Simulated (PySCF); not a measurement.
Species: FH8PSi3.
Bonds: F1–Si2, Si2–Si3, Si2–Si4, Si2–P5. Hydrogens: H6, H7, H8 on Si3; H9, H10, H11 on Si4; H12, H13 on P5.

Computed by this run: PBE0-D3(BJ)/def2-SVP geometry optimisation, gas phase in PySCF; density fitting, grid level 1; the optimiser is geomeTRIC in internal coordinates, started from a GFN2-xTB structure with every atom displaced at random (about 0.01 Å).

Step 0: E = -35741.5723 eV
```
atom  x, y, z in Å  |  force x, y, z in eV/Å
F1      0.2929   -0.3391   -2.0815    0.076  -0.133  -0.221
Si2    -0.0859   -0.0006   -0.5181    0.100   0.523  -0.753
Si3     2.0011    0.4695    0.4045    0.184  -0.181   0.301
Si4    -1.3678   -1.7985    0.1612   -0.622   0.176   0.641
P5     -1.4274    1.8109   -0.7174   -0.984  -0.791  -0.169
H6      2.7014    1.6151   -0.2128   -0.105   0.297  -0.345
H7      1.8864    0.7898    1.8376   -0.159   0.079   0.466
H8      2.9284   -0.6787    0.2986    0.089  -0.343  -0.078
H9     -2.6342   -1.9754   -0.5878   -0.107   0.198  -0.340
H10    -1.7862   -1.6384    1.5808    0.052   0.118   0.214
H11    -0.6448   -3.0488    0.0731    0.615  -0.754  -0.115
H12    -1.4306    2.0452    0.6641   -0.155   0.057   0.692
H13    -0.4258    2.7333   -0.9116    1.016   0.754  -0.295
```

Step 1: E = -35741.7726 eV
```
atom  x, y, z in Å  |  force x, y, z in eV/Å
F1      0.2847   -0.3192   -2.1848   -0.034   0.022   0.125
Si2    -0.0901    0.0331   -0.6175    0.093  -0.113  -0.203
Si3     1.9696    0.4123    0.4356   -0.054   0.052  -0.013
Si4    -1.3150   -1.7920    0.2086   -0.019   0.076   0.016
P5     -1.4566    1.8373   -0.7298    0.101   0.168   0.133
H6      2.5990    1.5881   -0.2357    0.073   0.028   0.011
H7      1.7792    0.7162    1.8848   -0.052   0.027   0.041
H8      2.8635   -0.7763    0.3144    0.025  -0.041  -0.029
H9     -2.5642   -1.8945   -0.6001   -0.061  -0.070  -0.007
H10    -1.6743   -1.5642    1.6407   -0.008   0.037   0.037
H11    -0.5365   -3.0619    0.1105    0.032  -0.004  -0.035
H12    -1.4609    2.0246    0.6940   -0.002  -0.066  -0.086
H13    -0.3908    2.7805   -0.9303   -0.096  -0.115   0.010
```

**Question.** Estimate the geometry and energy of step 2. (The exact step hangs on the optimiser's Hessian estimate; all steps are aligned on step 1, rigid shifts and turns removed.)

**Answer.** E = -35741.7833 eV, largest force 0.164 eV/Å
```
atom  x, y, z in Å  |  force x, y, z in eV/Å
F1      0.2828   -0.3203   -2.2037   -0.018   0.004   0.058
Si2    -0.0879    0.0306   -0.6384    0.042  -0.068  -0.143
Si3     1.9637    0.4177    0.4290   -0.013   0.025   0.007
Si4    -1.3184   -1.7828    0.2057   -0.026   0.032   0.019
P5     -1.4504    1.8381   -0.7234    0.015   0.057   0.036
H6      2.6170    1.5939   -0.2245    0.023  -0.010   0.021
H7      1.7426    0.7216    1.8768   -0.029   0.007  -0.005
H8      2.8568   -0.7761    0.3174    0.002   0.002  -0.004
H9     -2.5797   -1.9136   -0.5864    0.002  -0.032   0.018
H10    -1.6633   -1.5347    1.6407    0.005   0.019  -0.006
H11    -0.5296   -3.0479    0.1108    0.010  -0.001  -0.011
H12    -1.4446    1.9875    0.7004    0.002  -0.027   0.001
H13    -0.3815    2.7700   -0.9138   -0.016  -0.006   0.010
```

The energy changes by -0.0107 eV. The first-order estimate −F·Δx gives -0.0141 eV and the mean of the old and new forces, exact on a quadratic surface, -0.0108 eV. The step makes an angle of 69° with the force vector and moves no atom by more than 0.041 Å.

The cost below is that of the whole optimisation. The run took 50 s wall on one thread, Arm Neoverse V1 (aarch64), no GPU, shared host with 64 logical CPUs at a one-minute load of 45, and the process peaked at 0.54 GiB of memory.
